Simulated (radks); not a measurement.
Problem. The table gives one normalised radial function P(r) = r R(r) of Pr+ in [Xe] 4f3 6s1 (r in bohr). Method: scalar-relativistic Kohn-Sham, r2SCAN, spin-unpolarised, spherical densities, finite nucleus; meta-GGA in the generalised Kohn-Sham scheme; Fermi nuclear charge, rms radius 4.8919 fm; computed with a radial shooting solver on a logarithmic mesh with Libxc functionals.

r             P
0.001154  0.0000
0.001835  0.0000
0.002896  0.0000
0.004605  0.0000
0.007266  0.0000
0.01156   0.0000
0.01823   0.0001
0.029     0.0008
0.04575   0.0038
0.07276   0.0169
0.1148    0.0637
0.1826    0.1986
0.2881    0.4641
0.4581    0.7929
0.7228    0.9271
1.14      0.7575
1.814     0.4619
2.862     0.2159
4.551     0.0732
7.181     0.0149
11.42     0.0010

Which n and l does it have? It may be an empty orbital.

Solution. n = 4, l = 3: the number of nodes gives n - l - 1 = 0, the rise at small r (about r^(l+1), flatter next to the nucleus through relativity) gives l, and the extent must fit the shell. The curve is that of 4f. 4f: eigenvalue -6.620 eV, 0 radial nodes, <r> = 1.17 bohr, 90 % of the charge inside 2.10 bohr.
